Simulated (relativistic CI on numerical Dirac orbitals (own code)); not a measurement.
# Zn III: calculation against measurement

Computed by Dirac-Coulomb-Breit CI, separate exchange-only KLI orbitals for each configuration, a model potential for QED, valence Slater integrals scaled by 0.85, P86 correlation energy added to each configuration (own radial code, finite nucleus).

Configurations in the expansion (outside the closed core [Ar]): 3d10, 3d9 4s, 3d9 4p, 3d8 4s2, 3d9 5s, 3d9 4d, 3d9 5p, 3d8 4s 4p, 3d9 4f, 3d9 6s, 3d9 5d, 3d9 6p, 3d9 5f, 3d9 5g, 3d9 6d, 3d9 6f, 3d8 4p2, 3d8 4s 5s. Levels of other configurations are missing.

```tsv
Configuration	Term (tabulated)	J	Measured (cm⁻¹)	Computed	Error	Purity (%)
3d10	1S	0	0.0	0	0	100
3d9 4s	3D	3	78096.3	71467	-6630	100
3d9 4s	3D	2	79273.6	72641	-6632	90
3d9 4s	3D	1	80850.2	74151	-6700	100
3d9 4s	1D	2	83500.3	76960	-6540	90
3d9 4p	3P°	2	137866.4	129647	-8220	98
3d9 4p	3P°	1	140071.0	131723	-8348	97
3d9 4p	3F°	4	141327.0	132884	-8443	100
3d9 4p	3P°	0	141392.5	132976	-8417	100
3d9 4p	3F°	2	142483.3	134129	-8355	94
3d9 4p	3D°	3	145966.6	137259	-8708	68
3d9 4p	1P°	1	147498.6	139607	-7891	98
3d9 4p	3D°	1	147571.2	138728	-8843	98
3d9 4p	3D°	2	147921.5	139233	-8689	56
3d8 4s2	3F	4	190341.3	178803	-11538	96
3d8 4s2	3F	3	192763.7	181175	-11588	97
3d8 4s2	3F	2	194303.3	182695	-11608	95
3d8 4s2	1D	2	208041.3	197035	-11006	76
3d8 4s2	3P	2	211725.5	201121	-10605	72
3d8 4s2	3P	1	211920.7	201493	-10428	84
3d8 4s2	3P	0	212340.3	201938	-10403	89
3d9 4d	3S	1	214357.0	202782	-11575	84
3d9 5s	(5/2,1/2)	3	214878.0	203498	-11380	97
3d9 5s	(5/2,1/2)	2	215340.5	203998	-11343	56
3d9 4d	3G	5	216607.4	204526	-12081	100
3d9 4d	3P	2	217073.8	204959	-12115	66
3d9 4d	3D	3	217655.8	205480	-12176	83
3d9 5s	(3/2,1/2) †	1	217663.7	206198	-11466	93
3d9 5s	(3/2,1/2) †	2	217846.8	206810	-11037	48
3d9 4d	3P	0	218428.0	206294	-12134	91
3d9 4d	3G	3	219684.9	207453	-12232	62
3d9 4d	3D	1	220006.6	207811	-12196	75
3d9 4d	1S	0	230606.0	220151	-10455	83
3d9 5p	3P°	2	233610.4	221994	-11616	95
3d9 5p	3F°	3	234384.0	222835	-11549	57
3d9 5p	3F°	4	234576.0	222915	-11661	100
3d9 5p	3P°	1	234866.9	223300	-11567	77
3d9 5p	3D°	3	235623.9	224038	-11586	82
3d9 5p	3P°	0	236560.0	224816	-11744	100
3d9 5p	3F°	2	237047.8	225403	-11644	76
3d9 5p	1P°	1	237506.8	226151	-11355	57
3d9 5p	3D°	1	238205.5	226640	-11565	74
3d8 4s 4p	5D°	4	240911.0	227009	-13902	96
3d8 4s 4p	5D°	3	242741.0	228800	-13941	93
3d8 4s 4p	5D°	2	244248.0	230291	-13957	94
```

Measured levels from Sugar and Musgrove, J. Phys. Chem. Ref. Data 24, 1803 (1995); pairs were made by configuration, J and term (by order where the table uses no LS term), so strongly mixed levels may be paired wrongly.

Mean error by configuration (cm⁻¹): 3d9 4s -6625; 3d9 4p -8435; 3d8 4s2 -11025; 3d9 4d -11870; 3d9 5s -11361; 3d9 5p -11588; 3d8 4s 4p -13933. Over the excited levels the mean absolute error is 10556 cm⁻¹ (44 of the 56 excited levels that our extract of the source holds in range could be paired, and the others can miss by more), and the median relative error of those above 1,000 cm⁻¹ is 5.6 %. † marks terms whose computed intervals miss the measured ones by more than a factor of 2.5, or configurations far off the rest, from wrong mixing, a near crossing or a doubtful label or measurement; they are left out of the means.
